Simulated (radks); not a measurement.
All-electron atom: the mercury ion Hg3+ in [Xe] 4f14 5d9. Calculated with a radial shooting solver on a logarithmic mesh with Libxc functionals: Dirac Kohn-Sham, PBE, spin-unpolarised, spherical densities, point nucleus; open shells are shared between the two j in proportion to 2j + 1.

Normalised radial functions P(r) = r R(r) (large component), r in bohr:

```
   r/bohr * 4f5/2 (the largest magnitude, 1.49, reaches the edge; | marks zero)
 0.001271 *
 0.001468 *
 0.001695 *
 0.001957 *
 0.002243 *
  0.00259 *
 0.002991 *
 0.003427 *
 0.003957 *
  0.00457 *
 0.005236 *
 0.006047 *
 0.006984 *
 0.008066 *
 0.009241 *
  0.01067 *
  0.01232 *
  0.01412 *
  0.01631 *
  0.01883 *
  0.02158 *
  0.02492 *
  0.02878 *
  0.03324 *
  0.03808 |*
  0.04397 |*
  0.05079 | *
  0.05818 | *
   0.0672 |   *
   0.0776 |    *
  0.08891 |      *
   0.1027 |          *
   0.1186 |              *
   0.1369 |                   *
   0.1569 |                        *
   0.1812 |                               *
   0.2093 |                                      *
   0.2398 |                                            *
   0.2769 |                                                 *
   0.3198 |                                                     *
   0.3664 |                                                      *
   0.4231 |                                                     *
   0.4886 |                                                 *
   0.5643 |                                          *
   0.6465 |                                    *
   0.7467 |                            *
   0.8623 |                    *
   0.9879 |              *
    1.141 |         *
    1.318 |     *
     1.51 |  *
    1.743 | *
    2.013 |*
    2.325 *
    2.664 *
    3.077 *
    3.553 *
    4.071 *
    4.701 *
```

4f5/2: eigenvalue -132.36 eV, 0 radial nodes, <r> = 0.479 bohr, 90 % of the charge inside 0.766 bohr.
